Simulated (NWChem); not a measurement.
System: hexafluoroethane (C$_{2}$F$_{6}$); SMILES C(C(F)(F)F)(F)(F)F

The following NWChem deck was run.

```
start job
memory heap 200 mb stack 900 mb global 1100 mb
geometry units angstroms
  F      0.898014    -0.863234     1.218485
  C      0.000000     0.000000     0.771040
  F      0.298576     1.209320     1.218485
  F     -1.196590    -0.346085     1.218485
  C      0.000000     0.000000    -0.771038
  F      1.194582     0.352955    -1.218483
  F     -0.291623    -1.211016    -1.218483
  F     -0.902959     0.858061    -1.218483
end
basis spherical
  * library 6-31g*
end
dft
  xc b3lyp
  iterations 150
end
driver
  maxiter 120
end
task dft optimize
task dft freq
```

The level has its own optimisation; frequencies are unscaled.

**Question.** Predict the main results of this run. (B3LYP/6-31G* (spherical d).) Quantities: r C–F (Å); r C–C (Å); highest harmonic frequency (cm⁻¹); lowest (cm⁻¹); zero-point energy (kcal/mol).

**Answer.** 
```yaml
r C–F (Å): 1.338
r C–C (Å): 1.543
highest harmonic frequency (cm⁻¹): 1431
lowest (cm⁻¹): 51
zero-point energy (kcal/mol): 18.5
```
